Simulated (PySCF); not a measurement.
**Correlation energy of Ga¹⁶⁺ (gallium, charge +16)**

[Ne] 3s2 3p3, high-spin 4S determinant. Computed with PySCF 2.14 in an even-tempered Gaussian basis (18 s from 1.4 bohr⁻², ratio 2.5; 12 p from 1.8 bohr⁻², ratio 2.5; 5 d from 8.7 bohr⁻², ratio 2.7; 4 f from 13 bohr⁻², ratio 2.7), with the spin-free X2C one-electron Hamiltonian (Gaussian nucleus). Frozen: 1s2; 13 electrons correlated; the 22 highest virtual orbitals of each spin left out.

```csv
level,correlation energy (mhartree)
CCSD,-489.28
(T),-2.04
CCSD(T),-491.32
```

Diagnostics: T1 = 0.00093, D1 = 0.0030, largest double amplitude 0.035.

Spin-orbit coupling is strong in this species (close to jj coupling), so the high-spin LS determinant is a model state, not a physical level.

Cost of the coupled-cluster step: about 29 core-seconds, for 13 correlated electrons.

Iterations:

```
CC2 = 0
CCSD nocc = (np.int64(8), np.int64(5)), nmo = (84, 84)
frozen orbitals [[0, 85, 86, 87, 88, 89, 90, 91, 92, 93, 94, 95, 96, 97, 98, 99, 100, 101, 102, 103, 104, 105, 106], [0, 85, 86, 87, 88, 89, 90, 91, 92, 93, 94, 95, 96, 97, 98, 99, 100, 101, 102, 103, 104, 105, 106]]
max_cycle = 100
direct = 0
conv_tol = 1e-08
conv_tol_normt = 1e-06
diis_space = 8
diis_start_cycle = 0
Init t2, MP2 energy = -0.473865261871241
Init E_corr(UCCSD) = -0.47386526187332
cycle = 1  E_corr(UCCSD) = -0.485604934833431  dE = -0.011739673  norm(t1,t2) = 0.0158666
cycle = 2  E_corr(UCCSD) = -0.48842161616512  dE = -0.00281668133  norm(t1,t2) = 0.00408797
cycle = 3  E_corr(UCCSD) = -0.489286650985637  dE = -0.000865034821  norm(t1,t2) = 0.00111966
cycle = 4  E_corr(UCCSD) = -0.489279160083687  dE = 7.49090195e-06  norm(t1,t2) = 5.48306e-05
cycle = 5  E_corr(UCCSD) = -0.489278787202407  dE = 3.72881281e-07  norm(t1,t2) = 1.39336e-06
cycle = 6  E_corr(UCCSD) = -0.489278867699544  dE = -8.04971372e-08  norm(t1,t2) = 1.05871e-07
cycle = 7  E_corr(UCCSD) = -0.489278867063893  dE = 6.35650643e-10  norm(t1,t2) = 7.65044e-09
UCCSD converged
E(UCCSD) = -1812.200379692934  E_corr = -0.4892788670638932
UCCSD(T) correction = -0.0020410178708362
```

At this charge the one-electron X2C treatment keeps the bare 1/r₁₂, with no two-electron picture change or Breit term. The effect here is smaller than on the frozen 1s shell; and a scalar Hamiltonian misses the large spin-orbit splitting of the p shells, which matters for ns² → np² pairs.

Spin-orbit coupling is strong in this species, so the high-spin LS determinant is a model state.
